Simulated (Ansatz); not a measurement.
A further run on Se(GeH3)2 (Ge₂H₆Se).

```yaml
crystal:
  periodic: [false, false, false]
  atoms:
    - {symbol: Se, position_ang: [0.021655, -0.032318, -1.619525]}
    - {symbol: Ge, position_ang: [1.745126, 0.005251, -0.012632]}
    - {symbol: H, position_ang: [3.056446, 0.050911, -0.811176]}
    - {symbol: H, position_ang: [1.685494, -1.261473, 0.861122]}
    - {symbol: H, position_ang: [1.610018, 1.252865, 0.880427]}
    - {symbol: Ge, position_ang: [-1.744075, -0.006661, -0.059139]}
    - {symbol: H, position_ang: [-3.033872, -0.091121, -0.889857]}
    - {symbol: H, position_ang: [-1.710907, 1.296975, 0.760417]}
    - {symbol: H, position_ang: [-1.629885, -1.214430, 0.890363]}
basis:
  gaussian: {orbitals: def2-mTZVP}
hamiltonian: {xc: {name: r2SCAN}, dispersion: d4}
scf: {omitted_lower_state_checks: [starts]}
```

```sh
$ ansatz run in.yaml --threads 4 --pin off --events-out ev --progress --plain --max-ram 3916MiB
```

Output, abridged:

```
Functional definition: r2SCAN
1320 factors; their error is unknown
mean field evaluation 1: about -178482.9288 eV, gradient 2.7e1 eV
mean field evaluation 2: about -178483.1386 eV, gradient 3.0e1 eV
mean field evaluation 4: about -178483.7430 eV, gradient 1.5e0 eV
mean field evaluation 8: about -178483.6974 eV, gradient 1.1e-1 eV
mean field -178483.69744228 eV, -6559.1549004083 hartree, gradient 4.2e-5 eV, S^2 0.000000; 0 other end points of the search recorded, 0 dependent functions left out
reference -178483.69745461 eV, -6559.1549008616 hartree; 52, 52 occupied and 74, 74 virtual orbitals, 1320 factors
Total energy: -178483.74735077 eV, -6559.1567345115 hartree
Checks for a lower state left out: starts
```

It took 4.5 s on 4 threads of Arm Neoverse N1 on a shared host.
